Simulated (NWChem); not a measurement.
System: CdSiH4SO; SMILES [SiH3][O][Cd][SH]

Input file for NWChem:

```
start job
memory heap 200 mb stack 900 mb global 1100 mb
geometry units angstroms noautoz
  Cd     0.494808     0.476324     0.545771
  S      0.735720     2.784496     0.385858
  H     -0.547122     2.975541     0.003020
  O      0.321454    -1.468388     0.762696
  Si     0.325688    -2.805002    -0.194153
  H     -0.778197    -2.775049    -1.213148
  H      0.143388    -4.029108     0.645750
  H      1.611249    -2.953125    -0.957359
end
basis spherical
  * library def2-svpd
end
ecp
  Cd library def2-ecp
end
dft
  xc b3lyp
  iterations 150
end
tddft
  cis
  nroots 6
  notriplet
end
task tddft energy
```

The geometry was optimised at PBE0/def2-SVP. Not confirmed as a minimum by frequencies. def2 effective core potentials on Cd; no spin-orbit coupling.

Vertical excitations in the gas phase.

What results follow from this input? (B3LYP/def2-SVPD with def2 effective core potentials on Cd, TDA.) Quantities: lowest excitation, singlet (eV); oscillator strength of that lowest state; lowest state with f > 0.02, singlet (eV); oscillator strength of that bright state; orbital gap (eV).


| Item | Value |
|---|---|
| lowest excitation, singlet (eV) | 4.22 |
| oscillator strength of that lowest state | 0.018 |
| lowest state with f > 0.02, singlet (eV) | 5.16 |
| oscillator strength of that bright state | 0.058 |
| orbital gap (eV) | 5.25 |
